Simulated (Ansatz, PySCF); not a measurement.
The pair A = CH4O (SMILES CO) (first 6 atoms), B = CHN (SMILES C#N); geometry from B3LYP-D3(BJ)/def2-TZVP.
(charge 0, multiplicity 1):
```xyz
9

C      0.0701     0.0851    -0.2936
O     -0.8249    -0.3368     0.7350
H      0.7144    -0.7321    -0.6293
H      0.6936     0.8677     0.1348
H     -0.4701     0.4983    -1.1496
H     -1.3914    -1.0384     0.3995
C     -0.1464     0.2957     3.6362
N      0.1674     0.5669     4.7058
H     -0.4360     0.0403     2.6288
```

Cores are frozen in the correlated methods. CBS: X⁻³ extrapolation of the correlation energy, Hartree–Fock from the larger set. MP2 and its Hartree–Fock in aug-cc-pVTZ are density fitted.

The values were computed with Ansatz (Gaussian basis) for Hartree–Fock, density functionals and correlated methods; PySCF for the dispersion terms. Values without a source in brackets are computed.

The monomers are drawn apart, rigid, along the line of their centres of mass. Counterpoise-corrected interaction energies (kcal/mol):

```
level                                                     R = 4.786 Å  R = 5.573 Å
--------------------------------------------------------  -----------  -----------
PBE/def2-TZVPPD                                               -3.2804      -1.6903
PBE-D3(BJ)/def2-TZVPPD                                        -3.6105      -1.8297
wB97M-V/def2-TZVPPD                                           -3.5794      -1.8739
MP2/CBS(aug-cc-pVDZ, aug-cc-pVTZ) + ΔCCSD(T)/aug-cc-pVDZ      -3.5550      -1.8435
```

R is the distance of the centres of mass. Find the local exponent m of E ∝ R⁻ᵐ between the two points.


m = ln(E₁/E₂)/ln(R₂/R₁): PBE/def2-TZVPPD 4.4; PBE-D3(BJ)/def2-TZVPPD 4.5; wB97M-V/def2-TZVPPD 4.2; MP2/CBS(aug-cc-pVDZ, aug-cc-pVTZ) + ΔCCSD(T)/aug-cc-pVDZ 4.3. For scale, two fixed dipoles give m = 3, dipole and quadrupole 4, quadrupoles 5, and dispersion or dipole-induced dipole 6 at long range; at these distances several terms mix, and what is left of overlap and damping shifts m, so it need not match one of them.

Ansatz is a program for electronic structure.
